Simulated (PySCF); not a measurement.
C2H5, charge -1, singlet, geometry from GFN2-xTB (in this run its highest filled SCF level lies above zero, so its values depend strongly on the basis, on diffuse functions most of all). Base run: DF-B3LYP/aug-cc-pVDZ in PySCF.

Here is a job for PySCF.
```python
from pyscf import gto, scf, dft

mol = gto.Mole()
mol.atom = '''
    C    -0.010306    0.120392    0.842392
    C     0.007773    0.030426   -0.681039
    H    -0.900603   -0.502183    1.184667
    H     0.877217   -0.494407    1.205306
    H     0.017890   -0.994146   -1.166430
    H    -0.873090    0.539050   -1.106087
    H     0.893784    0.546778   -1.085575
'''
mol.basis = 'aug-cc-pvdz'
mol.charge = -1
mol.spin = 0
mol.verbose = 5
mol.build()

mf = dft.RKS(mol)
mf.xc = 'b3lyp'
mf = mf.density_fit(auxbasis='def2-universal-jkfit')
mf.kernel()
mf.analyze()
```

Each row names what was changed in the base input (with any setting that the change needs).

```
change                                     E (Eh)  HOMO (eV)  HOMO-LUMO gap (eV)  core-seconds (rough)
--------------------------------------  ---------  ---------  ------------------  --------------------
base                                    -79.15589       1.63                1.50                     5
functional = tpssh                      -79.15770       2.04                1.11                     7
functional = b97-1                      -79.11923       1.71                1.65                     5
functional = blyp; dispersion = d4      -79.10585       2.32                0.52                     5
functional = b3lyp; dispersion = d3bjm  -79.16169       1.63                1.50                     5
functional = mn12l                      -79.04124       2.00                0.26                    20
functional = m062x                      -79.09825       0.52                2.77                     9
functional = mn15                       -79.03224       0.84                3.40                     8
functional = m06                        -79.07506       1.47                1.13                     6
functional = tpss                       -79.16629       2.35                0.63                     9
functional = pw91,pw91                  -79.10936       2.27                0.47                     6
functional = pbe0; dispersion = d3zero  -79.04460       1.53                1.79                     5
functional = wb97m_v                    -79.08853      -0.59                4.27                   200
```

Absolute energies of different levels of theory aren't comparable as measures of quality.
